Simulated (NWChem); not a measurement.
# SnNH2F, singlet; SMILES [F][Sn][NH2]

```xyz
5

Sn     0.3847     0.0018     0.0000
F     -0.9265    -1.4920     0.0000
N     -1.1124     1.4000     0.0000
H     -2.0998     1.1208     0.0000
H     -1.0076     2.4188     0.0000
```
Atoms are numbered in this order, from 1.

Results from NWChem. Low-valent species are run as closed-shell singlets; no triplet was tried in these runs. The geometry was optimised at PBE-D3(BJ)/def2-SVP (def2 core potentials past Kr).

Task: Predict the results for TPSS/STO-3G, non-relativistic. Quantities: highest occupied level (eV); orbital gap (eV); dipole (D).

Result: 
```json
{
  "highest occupied level (eV)": "-1.90",
  "orbital gap (eV)": "3.39",
  "dipole (D)": "1.30"
}
```
